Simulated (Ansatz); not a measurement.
Al7H, relaxed as a singlet with RKS B3LYP-D4/def2-SVP in Ansatz, starting from the GFN1-xTB geometry. Force threshold 0.02 eV/Å.

The restricted singlet is unstable towards broken spin symmetry in Hartree–Fock (as tested in another run); at B3LYP-D4/def2-SVP this wasn't settled. Another isomer (singlet) lies 0.94 eV lower at PBE0-D4/def2-TZVP; other spin states weren't run for this one.

Start:

```xyz
8

Al    0.871    2.048   -2.319
Al   -1.945   -2.718    0.570
Al    0.261    1.668    0.895
Al   -0.700   -1.864    2.571
Al    1.104   -0.732    1.167
Al   -1.130    0.689   -1.278
Al   -0.226   -1.666   -1.020
H     1.766    2.575   -0.587
```

Question: Estimate the energy that the relaxation releases and the steps that it takes.

Answer: 128.6 kJ/mol, in 48 steps; 98 s on 4 threads of AMD EPYC 7B13 on a shared host. No frequencies were taken in this run, so the end may be a saddle point.

Question: Does the start keep its bonding?

Answer: Bonds lost: Al3–Al6, Al5–Al7 (atoms count from 1). Bonds formed: Al1–Al3, Al2–Al6, Al3–Al7, Al3–H8, Al4–Al7 (atoms count from 1).

Question: Predict the relaxed structure.

Answer: 
```xyz
8

Al    0.358    1.517   -2.329
Al   -2.206   -1.558    0.423
Al    1.243    1.090    0.325
Al   -0.140   -2.614    1.422
Al    0.836   -0.381    2.398
Al   -1.787    0.628   -0.844
Al    0.255   -1.014   -0.603
H     1.440    2.331   -0.792
```
Bond lengths (bridged metal pairs left out): 10 × Al–Al 2.50 to 2.83 Å; 1 × Al–H 1.68 Å.
